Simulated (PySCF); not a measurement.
Sb, charge +1, triplet (core potentials on Sb). Base run: R2SCAN/def2-SVP (PySCF).

Here is a job for PySCF.
```python
from pyscf import gto, scf, dft

mol = gto.M(
    atom='''
Sb    0.000000    0.000000    0.000000
''',
    basis='def2-svp',
    ecp={'Sb': 'def2-svp'},
    charge=1,
    spin=2,
    verbose=4,
)

mf = dft.UKS(mol)
mf.xc = 'r2scan'
mf.kernel()
```

The base run was repeated with changes; each row names its change, and settings that it needs were set with it.

```tsv
change	E (Eh)	HOMO (eV)	<S^2>	outcome
base	-239.96789	-12.95	2.004	converged
functional = b3lyp5	-239.87696	-13.27	2.002	converged
functional = mn12l	-237.75607	-12.88	2.005	converged
functional = b3lyp	-239.95983	-13.36	2.002	converged
functional = pbe0; dispersion = d4	-239.88574	-13.69	2.003	converged
functional = tpssh	-239.79654	-13.10	2.002	converged
functional = camb3lyp	-239.86733	-14.87	2.002	converged
functional = wb97x	-239.91453	-15.73	2.002	converged
functional = m06l	-240.03947	-12.41	2.002	converged
functional = blyp	-	-	-	not converged
functional = pbe0	-239.88574	-13.69	2.003	converged
functional = bhandhlyp	-239.82412	-14.54	2.003	converged
functional = bp86	-	-	-	not converged
```

Total energies compare only within one method and basis.

Open shells are given as the SCF converged; they aren't shown to be the lowest states, and a large step between rows can be another state.
